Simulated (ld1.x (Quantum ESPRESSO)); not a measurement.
Scattering properties, TM potential for aluminium (Al)

- Element: Al (Z = 13)
- Generator: ld1.x (Quantum ESPRESSO) 7.5
- Type: norm-conserving Troullier–Martins (Kleinman–Bylander form)
- Functional: Wu–Cohen
- Relativity: scalar-relativistic
- Frozen core: [Ne]
- Valence charge: 3
- Reference configuration: 3s1 3p0 (charge +2)
- Partial waves: 3s (bound): rc 1.35 bohr; 3p (bound, empty): rc 2.00 bohr; 3d channel at 0.35 Ry: rc 2.20 bohr
- Local potential: all-electron potential smoothed inside 1.30 bohr (lloc = -1)
- Core correction: Bessel-smoothed model core, default radius (core density twice the valence density)

The phase is arctan(r·u′/u) with u = r·R(r), unwrapped; energies in Ry, scanned from -4 to 5 Ry. A pole is an energy at which the radial function vanishes at the test radius. The pseudo phase is shifted by a multiple of π to meet the all-electron one at the reference energy, and phase errors are pseudo minus all-electron; the curves can meet again beyond the range given. Levels narrower than the energy grid can be missing from the lists of poles.

```csv
channel,radius (bohr),reference energy (Ry),"poles, all-electron","poles, pseudo",unbroken range about the reference energy with phases within 0.05 rad,phase error 1 Ry above the reference energy (rad)
s,2.41,-1.74,-0.14,"-0.54, 0.73",below -0.6,-0.037
p,2.41,-1.26,0.68,0.54,below 1.3,-0.010
d,2.41,0.35,1.36,1.36,below 3.4,+0.001
```

Phases in the s channel:

```json
{"E (Ry)": "-4.00", "all-electron": "1.242", "pseudo": "1.239"}
{"E (Ry)": "-3.52", "all-electron": "1.180", "pseudo": "1.175"}
{"E (Ry)": "-3.04", "all-electron": "1.068", "pseudo": "1.062"}
{"E (Ry)": "-2.56", "all-electron": "0.819", "pseudo": "0.809"}
{"E (Ry)": "-2.08", "all-electron": "0.073", "pseudo": "0.065"}
{"E (Ry)": "-1.60", "all-electron": "-0.952", "pseudo": "-0.953"}
{"E (Ry)": "-1.12", "all-electron": "-1.329", "pseudo": "-1.342"}
{"E (Ry)": "-0.64", "all-electron": "-1.482", "pseudo": "-1.530"}
{"E (Ry)": "-0.16", "all-electron": "-1.568", "pseudo": "-2.119"}
{"E (Ry)": "0.32", "all-electron": "-1.630", "pseudo": "-4.624"}
{"E (Ry)": "0.80", "all-electron": "-1.684", "pseudo": "-4.723"}
{"E (Ry)": "1.28", "all-electron": "-1.738", "pseudo": "-4.777"}
{"E (Ry)": "1.76", "all-electron": "-1.804", "pseudo": "-4.822"}
{"E (Ry)": "2.24", "all-electron": "-1.898", "pseudo": "-4.867"}
{"E (Ry)": "2.72", "all-electron": "-2.060", "pseudo": "-4.920"}
{"E (Ry)": "3.20", "all-electron": "-2.422", "pseudo": "-4.990"}
{"E (Ry)": "3.68", "all-electron": "-3.276", "pseudo": "-5.097"}
{"E (Ry)": "4.16", "all-electron": "-4.022", "pseudo": "-5.296"}
{"E (Ry)": "4.64", "all-electron": "-4.320", "pseudo": "-5.753"}
```
